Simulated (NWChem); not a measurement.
System: BiH2O2F; SMILES [F][Bi]([OH])[OH]

```xyz
6

Bi    -0.0019    -0.0523    -0.2746
F     -1.2706     1.2623     0.6347
O     -0.3214    -1.6520     0.9994
H     -0.0319    -1.4531     1.9004
O      1.6143     0.7774     0.7285
H      1.2787     1.4340     1.3560
```
Atoms are numbered in this order, from 1.

Program: NWChem. Structure relaxed at the PBE0/def2-SVP level. def2 effective core potentials on Bi; no spin-orbit coupling. LC-ωPBE (HJS hole) with def2-SVP; x = 1 − exp(−ω/0.25 bohr⁻¹) is a scale chosen for this fit.

```
row           x  −ε(HOMO) (eV)
--------  -----  -------------
ω = 0.05  0.181           7.27
ω = 0.10  0.330           7.99
ω = 0.20  0.551       withheld
ω = 0.35  0.753          10.60
ω = 0.80  0.959          12.44
```

Fit a straight line of the last column on the one before it, predict the withheld value, and compare with the run.


1. Means of the 4 shown rows: x = 0.5557, y = 9.575. Slope Σ(x − x̄)(y − ȳ)/Σ(x − x̄)² = 2.579/0.3929 = 6.564; intercept 5.927.
2. The shown rows scatter about the line by 0.197 (root mean square); the largest residual is -0.27, at ω = 0.35.
3. At x = 0.551 (ω = 0.20; inside the shown range) the line gives 9.54.
4. The run gives 9.22, -0.32 from the line, 1.6 times the scatter.
